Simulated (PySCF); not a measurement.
## Ar¹⁵⁺ (argon, charge +15) across methods

[He] 2s1, 2S determinant. All numbers are calculated (PySCF 2.14, scalar relativity by spin-free X2C-1e, in an uncontracted even-tempered set (19 s from 2.4 bohr⁻², ratio 2.2; 9 p from 3.8 bohr⁻², ratio 2.4; 6 d from 11 bohr⁻², ratio 2.4; 5 f from 17 bohr⁻², ratio 2.4; 4 g from 26 bohr⁻², ratio 2.4)).

```csv
method,E (hartree),mean ε 1s α (eV),mean ε 1s β (eV),mean ε 2s α (eV),Σ⟨r²⟩ (bohr²),⟨S²⟩
PBE,-347.8122,-3919.2,-3914.4,-893.55,0.1672,0.750
B97-3,-347.9382,-3950.7,-3945.3,-900.53,0.1670,0.750
PBE0,-347.8519,-3948.7,-3942.7,-899.91,0.1672,0.750
UHF,-347.91461,-4036.5,-4026.7,-918.45,0.1674,0.750
LDA,-346.5277,-3906.9,-3901.9,-891.13,0.1676,0.750
BLYP,-347.9678,-3920.5,-3916.3,-893.76,0.1670,0.750
```

Q: Estimate the same row for r2SCAN.

A: E (hartree) = -347.9456; mean ε 1s α (eV) = -3931.9; mean ε 1s β (eV) = -3927.7; mean ε 2s α (eV) = -895.08; Σ⟨r²⟩ (bohr²) = 0.1673; ⟨S²⟩ = 0.750.
